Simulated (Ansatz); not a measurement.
Cost and result for the atomization energy of CH4Cl2SSi (`C[Si](S)(Cl)Cl`) (9 atoms, 8 bonds).

```xyz
9

C     1.189    0.247   -0.091
Si   -0.484   -0.528    0.017
S    -2.065    0.715   -0.658
Cl   -0.576   -2.176   -1.190
Cl   -0.799   -1.110    1.958
H     1.398    0.538   -1.122
H     1.235    1.137    0.542
H     1.952   -0.458    0.245
H    -1.850    1.635    0.300
```

Charge 0, multiplicity 1. The structure was optimised at the PBE0-D4/def2-TZVP level. It is one conformer, not always the lowest. Program: Ansatz. All runs use 4 threads of an Arm Neoverse V2 on a shared host. Times are those of one run each, without the atoms' runs, and a repeat can differ threefold. Electronic energies, without spin–orbit coupling; frozen cores. CCSD(T)/CBS adds CCSD(T) − MP2 in def2-TZVPP to the MP2 limit, and its time is that of the two runs behind it. T1 = 0.010. B3LYP takes the VWN-RPA correlation (the form of Gaussian; ORCA's B3LYP/G). HSE06 is the plane-wave form, built on full-range PBE exchange.

CCSD(T)/CBS is a level of theory with its own doubt, some kJ/mol a heavy atom from the limit and from the frozen cores, so smaller differences don't rank the functionals.

| level | functions | wall time |
| --- | --- | --- |
| LDA (SPW92)/def2-TZVPP | 255 | 1.4 s |
| BLYP-D4/def2-TZVPP | 255 | 2.2 s |
| CCSD(T)/def2-SVP | 106 | 3.2 s |
| CAM-B3LYP-D4/def2-TZVPP | 255 | 4 s |
| HSE06-D4/def2-TZVPP | 255 | 4.1 s |
| r2SCAN-D4/def2-TZVPP (with forces) | 255 | 5.5 s |
| B3LYP-D4/def2-TZVPP (with forces) | 255 | 6 s |
| PBE-QIDH/def2-TZVPP | 255 | 6 s |
| r2SCANh-D4/def2-TZVPP | 255 | 6.5 s |
| ωB97X-V/def2-TZVPP | 255 | 8.5 s |
| MP2/def2-QZVPP | 457 | 21 s |
| CCSD(T)/def2-TZVPP | 255 | 2.2 min |
| CCSD(T)/CBS(def2) | – | 2.5 min |

Task: What atomization energy does each give, and how far from CCSD(T)/CBS? (Best estimate.)

Result: Computed: 
| level | atomization (kJ/mol) | difference from CCSD(T)/CBS | per bond |
| --- | --- | --- | --- |
| LDA (SPW92)/def2-TZVPP | 3544.3 | 412.1 | 51.5 |
| BLYP-D4/def2-TZVPP | 3076.8 | -55.4 | -6.9 |
| CCSD(T)/def2-SVP | 2887.0 | -245.2 | -30.7 |
| CAM-B3LYP-D4/def2-TZVPP | 3105.7 | -26.5 | -3.3 |
| HSE06-D4/def2-TZVPP | 3139.5 | 7.3 | 0.9 |
| r2SCAN-D4/def2-TZVPP (with forces) | 3150.7 | 18.5 | 2.3 |
| B3LYP-D4/def2-TZVPP (with forces) | 3099.2 | -33.0 | -4.1 |
| PBE-QIDH/def2-TZVPP | 3123.7 | -8.5 | -1.1 |
| r2SCANh-D4/def2-TZVPP | 3135.5 | 3.3 | 0.4 |
| ωB97X-V/def2-TZVPP | 3147.0 | 14.8 | 1.8 |
| MP2/def2-QZVPP | 3159.6 | 27.4 | 3.4 |
| CCSD(T)/def2-TZVPP | 3034.7 | -97.5 | -12.2 |
| CCSD(T)/CBS(def2) | 3132.2 | 0.0 | 0.0 |

In def2-TZVPP, CCSD(T) changes the Hartree–Fock value by +705.6 kJ/mol (the triples alone add +51.3 kJ/mol) and MP2 by +773.3 kJ/mol; breaking electron pairs costs correlation energy, which Hartree–Fock lacks. At CCSD(T), def2-SVP lies −245.2 kJ/mol from the extrapolated value and def2-TZVPP −97.6 kJ/mol: correlation converges slowly with the basis, and small sets miss more of it in the bonded molecule than in its fragments. From BLYP to BHLYP (50 % exact exchange), in def2-TZVPP and without D4, the atomization energy moves by −11.9 kJ/mol: exact exchange takes away binding that semilocal exchange gives to molecules.
